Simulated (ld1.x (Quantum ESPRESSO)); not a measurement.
**Scattering properties, ultrasoft potential for boron (B)**

B, ultrasoft, made with ld1.x (Quantum ESPRESSO) 7.5 (PBEsol, non-relativistic). Core [He], reference 2s2 2p0.75 (charge +0.25). Waves: 2s (bound): rcut 1.15, rcutus 1.35 bohr; 2s channel at -0.4 Ry: rcut 1.15, rcutus 1.35 bohr; 2p (bound): rcut 1.65, rcutus 2.00 bohr; 2p channel at 1.3 Ry: rcut 1.65, rcutus 2.00 bohr; 3d channel at 0.4 Ry: rcut 1.45, rcutus 1.55 bohr; 3d channel at 2 Ry: rcut 1.45, rcutus 1.55 bohr. Local part: all-electron potential smoothed inside 1.20 bohr (lloc = -1). Core correction: none. Augmentation charge: PSQ, inside the norm-conserving radii.

The phase is arctan(r·u′/u) with u = r·R(r), unwrapped; energies in Ry, scanned from -3 to 5 Ry. A pole is an energy at which the radial function vanishes at the test radius. The pseudo phase is shifted by a multiple of π to meet the all-electron one at the reference energy, and phase errors are pseudo minus all-electron; the curves can meet again beyond the range given. Levels narrower than the energy grid can be missing from the lists of poles.

```tsv
channel	radius (bohr)	reference energy (Ry)	poles, all-electron	poles, pseudo	unbroken range about the reference energy with phases within 0.05 rad	phase error 1 Ry above the reference energy (rad)
s	2.19	-0.85	0.40	0.40	the whole range	-0.000
p	2.19	-0.42	0.68	0.68	the whole range	-0.000
d	2.19	0.40	4.43	4.43	the whole range	+0.000
```

The ghost test of this file was not conclusive. Its overlap operator is not positive definite in a basis up to 400 Ry (lowest eigenvalue d -0.29), so the file is unfit for use: the generalised eigenproblem breaks down once the basis is large enough, and its test numbers describe a broken file.

Phases in the p channel:

| E (Ry) | all-electron | pseudo |
| --- | --- | --- |
| -3.00 | 1.270 | 1.270 |
| -2.76 | 1.252 | 1.252 |
| -2.52 | 1.231 | 1.231 |
| -2.28 | 1.205 | 1.205 |
| -2.04 | 1.171 | 1.171 |
| -1.80 | 1.127 | 1.127 |
| -1.56 | 1.066 | 1.066 |
| -1.32 | 0.975 | 0.975 |
| -1.08 | 0.824 | 0.824 |
| -0.84 | 0.543 | 0.543 |
| -0.60 | 0.000 | 0.000 |
| -0.36 | -0.685 | -0.685 |
| -0.12 | -1.115 | -1.115 |
| 0.12 | -1.336 | -1.336 |
| 0.36 | -1.464 | -1.464 |
| 0.60 | -1.549 | -1.549 |
| 0.84 | -1.613 | -1.613 |
| 1.08 | -1.665 | -1.665 |
| 1.32 | -1.713 | -1.713 |
| 1.56 | -1.759 | -1.759 |
| 1.80 | -1.807 | -1.807 |
| 2.04 | -1.861 | -1.861 |
| 2.28 | -1.927 | -1.927 |
| 2.52 | -2.010 | -2.011 |
| 2.76 | -2.127 | -2.129 |
| 3.00 | -2.301 | -2.305 |
| 3.24 | -2.577 | -2.586 |
| 3.48 | -2.996 | -3.014 |
| 3.72 | -3.482 | -3.505 |
| 3.96 | -3.864 | -3.884 |
| 4.20 | -4.108 | -4.123 |
| 4.44 | -4.261 | -4.274 |
| 4.68 | -4.363 | -4.374 |
| 4.92 | -4.435 | -4.445 |
